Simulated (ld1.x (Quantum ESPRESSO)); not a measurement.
An all-electron radial function and its pseudo partner (fluorine (F))

Columns: radius, all-electron u(r) and pseudo u(r) of the 2p shell (level -11.54 eV) of fluorine in the configuration [He] 2s1 2p6; PBE, scalar-relativistic, TM scheme, ld1.x (Quantum ESPRESSO) 7.5.

```tsv
r (bohr)	all-electron	pseudo
0.055	0.0508	0.0214
0.110	0.1612	0.0835
0.165	0.2913	0.1798
0.220	0.4199	0.3006
0.275	0.5367	0.4338
0.330	0.6369	0.5664
0.385	0.7195	0.6871
0.440	0.7852	0.7872
0.495	0.8348	0.8619
0.550	0.8700	0.9106
0.605	0.8927	0.9360
0.660	0.9045	0.9428
0.715	0.9075	0.9366
0.770	0.9031	0.9221
0.825	0.8927	0.9033
0.880	0.8777	0.8824
0.935	0.8590	0.8606
0.990	0.8376	0.8379
1.045	0.8141	0.8141
1.100	0.7891	0.7891
1.155	0.7631	0.7631
1.210	0.7365	0.7365
1.265	0.7097	0.7097
1.320	0.6828	0.6828
1.375	0.6562	0.6562
1.430	0.6299	0.6299
```

Problem. How many radial nodes do the two functions have?

Solution. The all-electron 2p function has n − l − 1 = 0; the pseudo-wave has 0.

Problem. At about which radius was the pseudo-wave matched?

Solution. 1.10 bohr. The columns agree to 0.0005 from 0.99 bohr on; several derivatives are matched, so the curves merge somewhat inside the radius.

Problem. Where does each function peak?

Solution. Outermost all-electron maximum near 0.71 bohr, pseudo maximum near 0.66 bohr (to the table’s step).

Problem. Is the pseudo-wave norm-conserving?

Solution. Yes: the TM scheme keeps the norm inside the radius equal to the all-electron one, which fixes the energy derivative of the logarithmic derivative at the level.
